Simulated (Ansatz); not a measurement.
Reaction (redistribution): `O[SiH2]OP` + `C[SiH2]C` → `C[SiH2]O` + `C[SiH2]OP`

Gas-phase electronic energies from Ansatz, PBE0-D4/def2-TZVP geometries. CCSD(T)/CBS is the MP2 limit (def2-TZVPP, def2-QZVPP) plus CCSD(T) − MP2 in def2-TZVPP, frozen cores. This one scheme is used for every species. Functionals use def2-TZVPP. B3LYP here is the variant with VWN-RPA as its local correlation; programs differ in this. One conformer a species, not always the lowest.

| level | ΔE (kcal/mol) | difference from CCSD(T)/CBS |
| --- | --- | --- |
| PBE-D4 | 3.2 | 0.0 |
| B3LYP-D4 | 3.0 | -0.2 |
| ωB97X-V | 3.1 | -0.1 |
| ωB97M-V | 3.2 | 0.0 |
| B2PLYP | 3.1 | -0.1 |
| r2SCAN | 3.3 | 0.1 |
| MP2/def2-TZVPP | 3.3 | 0.1 |
| CCSD(T)/def2-TZVPP | 3.4 | 0.2 |
| MP2/def2-QZVPP | 3.2 | 0.0 |
| CCSD/CBS(def2) | 3.1 | -0.1 |
| CCSD(T)/CBS | 3.2 | 0 |

Largest T1 diagnostic among the species: 0.013.
